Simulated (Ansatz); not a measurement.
Reaction (ligand exchange at the Sn–O bond): `C[N](C)[Sn][OH]` + HCl → `C[N](C)[Sn][Cl]` + H₂O

Gas-phase electronic energies from Ansatz, PBE0-D4/def2-TZVP geometries. CBS: MP2 limit from def2 TZ/QZ plus the TZ coupled-cluster correction, frozen cores. This one scheme is used for every species. Functionals use def2-TZVPP. HSE06 is defined as in plane-wave codes. def2 core potentials past Kr. For Sn outer-core shells are correlated without core-valence functions, which leaves a few kJ/mol of doubt a bond. One conformer a species, not always the lowest.

| level | ΔE (kJ/mol) |
| --- | --- |
| PBE0-D4 | -87.9 |
| PBE-QIDH | -86.5 |
| BLYP | -76.2 |
| r2SCANh | -84.6 |
| HSE06 | -86.9 |
| MP2/def2-TZVPP | -82.4 |
| HF/def2-QZVPP | -88.7 |
| SCS-MP2/def2-QZVPP | -82.2 |

What does CCSD(T)/CBS give? (Best estimate.)

Ansatz gave: -84.1 kJ/mol. The listed levels differ from it by -3.8, -2.4, 7.9, -0.5, -2.8, 1.7, -4.6, 1.9 kJ/mol.

Largest T1 diagnostic among the species: 0.017.

At CCSD(T), def2-SVP lies +4.7 kJ/mol from the extrapolated value and def2-TZVPP +5.4 kJ/mol. From PBE to PBE0 (25 % exact exchange), in def2-TZVPP and without D4, ΔE moves by −5.7 kJ/mol.
